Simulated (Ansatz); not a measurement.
`CO[Si]N` → `N[SiH]` + `C=O` at 600 K and 1 bar (β-hydride elimination).

Computed with Ansatz on PBE0-D4/def2-TZVP structures; ΔE is electronic, products minus reactants. CCSD(T)/CBS is the MP2 limit (def2-TZVPP, def2-QZVPP) plus CCSD(T) − MP2 in def2-TZVPP, frozen cores. This one scheme is used for every species. Each species was taken in one conformer, which may not be the lowest.

| species | CCSD(T)/CBS energy (Eh) | H − E (kJ/mol) | S (J/(mol·K)) |
| --- | --- | --- | --- |
| `CO[Si]N` | -460.05109 | 231.2 | 388.6 |
| `N[SiH]` | -345.56329 | 117.4 | 286.7 |
| `C=O` | -114.39408 | 92.5 | 246.7 |

H − E and S are ideal-gas, rigid-rotor, harmonic terms from PBE0-D4/def2-TZVP, for one conformer and one mirror image of each species. 1 Eh = 2625.50 kJ/mol, R = 8.31446 J/(mol·K).

Q: By hand: ΔE, ΔH, ΔS and ΔG.

A: ΔE = (-345.56329) + (-114.39408) − (-460.05109) = 0.09372 Eh = 246.1 kJ/mol. Δ(H − E) = 117.4 + 92.5 − 231.2 = -21.3, so ΔH = 224.8 kJ/mol. ΔS = 286.7 + 246.7 − 388.6 = 144.8 J/(mol·K). ΔG = 224.8 − 600 × (144.8)/1000 = 137.9 kJ/mol.

Q: By hand: the equilibrium constant, and the temperature at which ΔG would vanish if ΔH and ΔS stayed fixed.

A: log₁₀ K = −ΔG/(RT ln 10) = -12.0. ΔG = 0 at ΔH/ΔS = 1552 K.

The number of gas molecules changes by +1, which sets the sign of ΔS. A doubt of 5 kJ/mol in ΔE shifts log₁₀ K by 0.4 here. Other conformers and mirror images would add mixing entropy, several J/(mol·K) or more a flexible species. These are equilibria of isolated gas molecules and say nothing of rates. Largest T1 diagnostic: 0.015 (customary marks: 0.02 for closed shells, 0.045 for open ones).
